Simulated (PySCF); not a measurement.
**Fractional electron number in Cl⁺ (chlorine, charge +1)**

The 3p beta orbital of [Ne] 3s2 3p4 is emptied in steps (occupation f), with all orbitals relaxed, ending at [Ne] 3s2 3p3. Computed with PySCF 2.14 in aug-cc-pV(D+d)Z (5s4p3d, 32 functions), with no relativity, point nucleus. The exact energy is a straight line in f; departures are measured from the line between the end points of the same method.

| f | UHF (eV) | LDA (eV) | PBE (eV) | PBE0 (eV) | r2SCAN (eV) | LC-wPBE (eV) | BHandHLYP (eV) | wB97X (eV) | M06-2X (eV) | BLYP (eV) |
| --- | --- | --- | --- | --- | --- | --- | --- | --- | --- | --- |
| 1 | 0.000 | 0.000 | 0.000 | 0.000 | 0.000 | 0.000 | 0.000 | 0.000 | 0.000 | 0.000 |
| 0.9 | 0.089 | -0.509 | -0.496 | -0.353 | -0.457 | -0.089 | -0.219 | -0.125 | -0.229 | -0.504 |
| 0.7 | 0.201 | -1.191 | -1.155 | -0.820 | -1.058 | -0.203 | -0.515 | -0.291 | -0.541 | -1.179 |
| 0.5 | 0.233 | -1.419 | -1.371 | -0.972 | -1.246 | -0.236 | -0.617 | -0.346 | -0.654 | -1.405 |
| 0.3 | 0.191 | -1.192 | -1.145 | -0.811 | -1.034 | -0.191 | -0.522 | -0.293 | -0.558 | -1.181 |
| 0.1 | 0.080 | -0.510 | -0.487 | -0.344 | -0.437 | -0.078 | -0.226 | -0.127 | -0.243 | -0.506 |
| 0 | 0.000 | 0.000 | 0.000 | 0.000 | 0.000 | 0.000 | 0.000 | 0.000 | 0.000 | 0.000 |

```json
{"method": "UHF", "E(f=0) − E(f=1) (eV)": "22.535", "−ε at f=1 (eV)": "23.533", "−ε at f=0.5 (eV)": "22.506"}
{"method": "LDA", "E(f=0) − E(f=1) (eV)": "23.949", "−ε at f=1 (eV)": "18.297", "−ε at f=0.5 (eV)": "23.945"}
{"method": "PBE", "E(f=0) − E(f=1) (eV)": "23.814", "−ε at f=1 (eV)": "18.308", "−ε at f=0.5 (eV)": "23.842"}
{"method": "PBE0", "E(f=0) − E(f=1) (eV)": "23.802", "−ε at f=1 (eV)": "19.881", "−ε at f=0.5 (eV)": "23.829"}
{"method": "r2SCAN", "E(f=0) − E(f=1) (eV)": "23.756", "−ε at f=1 (eV)": "18.659", "−ε at f=0.5 (eV)": "23.830"}
{"method": "LC-wPBE", "E(f=0) − E(f=1) (eV)": "23.956", "−ε at f=1 (eV)": "22.964", "−ε at f=0.5 (eV)": "23.991"}
{"method": "BHandHLYP", "E(f=0) − E(f=1) (eV)": "23.773", "−ε at f=1 (eV)": "21.341", "−ε at f=0.5 (eV)": "23.751"}
{"method": "wB97X", "E(f=0) − E(f=1) (eV)": "23.829", "−ε at f=1 (eV)": "22.445", "−ε at f=0.5 (eV)": "23.825"}
{"method": "M06-2X", "E(f=0) − E(f=1) (eV)": "23.779", "−ε at f=1 (eV)": "21.253", "−ε at f=0.5 (eV)": "23.728"}
{"method": "BLYP", "E(f=0) − E(f=1) (eV)": "23.805", "−ε at f=1 (eV)": "18.210", "−ε at f=0.5 (eV)": "23.799"}
```

Orbital energy along the path (eV):

| f | UHF | LDA | PBE | PBE0 | r2SCAN | LC-wPBE | BHandHLYP | wB97X | M06-2X | BLYP |
| --- | --- | --- | --- | --- | --- | --- | --- | --- | --- | --- |
| 1 | -23.533 | -18.297 | -18.308 | -19.881 | -18.659 | -22.964 | -21.341 | -22.445 | -21.253 | -18.210 |
| 0.9 | -23.310 | -19.415 | -19.411 | -20.672 | -19.708 | -23.173 | -21.816 | -22.721 | -21.733 | -19.318 |
| 0.7 | -22.892 | -21.671 | -21.626 | -22.254 | -21.789 | -23.589 | -22.776 | -23.275 | -22.709 | -21.550 |
| 0.5 | -22.506 | -23.945 | -23.842 | -23.829 | -23.830 | -23.991 | -23.751 | -23.825 | -23.728 | -23.799 |
| 0.3 | -22.148 | -26.223 | -26.034 | -25.380 | -25.793 | -24.361 | -24.745 | -24.373 | -24.798 | -26.054 |
| 0.1 | -21.815 | -28.489 | -28.167 | -26.881 | -27.668 | -24.672 | -25.770 | -24.947 | -25.917 | -28.304 |
| 0 | -21.657 | -29.610 | -29.192 | -27.600 | -28.597 | -24.795 | -26.304 | -25.261 | -26.508 | -29.420 |

Reference removal energy between the ground levels: 23.814 eV (measured; NIST Atomic Spectra Database, ionization energies). The calculation has no spin-orbit coupling. UHF lacks correlation.
